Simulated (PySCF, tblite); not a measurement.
Isomers of C8H7NS. Method: GFN2-xTB as coded in tblite; computed harmonic values from a numerical Hessian at the method's own geometry, unscaled. Against measured fundamentals such values can be off by several per cent, at times by over 20. One conformer each.

Electronic energies: PBE0/pcSseg-1 single points on the GFN2-xTB geometries (PySCF, gas phase).

| SMILES | electronic energy, lowest = 0 (kJ/mol) |
| --- | --- |
| C=Cc1c[nH]c2ccsc12 | 9.3 |
| C=Cc1csc2cc[nH]c12 | 5.0 |
| C=Cc1cc2[nH]ccc2s1 | 0.0 |

Question: How do GFN2-xTB zero-point energies change the relative energies?

Answer: 
| SMILES | ZPE (kJ/mol) | of it from modes above 1550 cm⁻¹ | electronic (kJ/mol) | with ZPE, lowest = 0 (kJ/mol) | lowest mode (cm⁻¹) | rings |
| --- | --- | --- | --- | --- | --- | --- |
| C=Cc1cc2[nH]ccc2s1 | 330.2 | 152.2 | 0.0 | 0.0 | 77 | 2 |
| C=Cc1csc2cc[nH]c12 | 330.2 | 143.3 | 5.0 | 5.0 | 16 | 2 |
| C=Cc1c[nH]c2ccsc12 | 330.3 | 143.0 | 9.3 | 9.4 | 71 | 2 |

The zero-point energies span 0.1 kJ/mol, from `C=Cc1cc2[nH]ccc2s1` to `C=Cc1c[nH]c2ccsc12`. The order is unchanged.

Question: And how do the electronic energies of GFN2-xTB itself compare?

Answer: `C=Cc1cc2[nH]ccc2s1` 0.0; `C=Cc1csc2cc[nH]c12` 6.5; `C=Cc1c[nH]c2ccsc12` 6.4 kJ/mol, lowest = 0. Against the energies above, taken from the same isomer `C=Cc1cc2[nH]ccc2s1`, the largest difference is 2.9 kJ/mol.
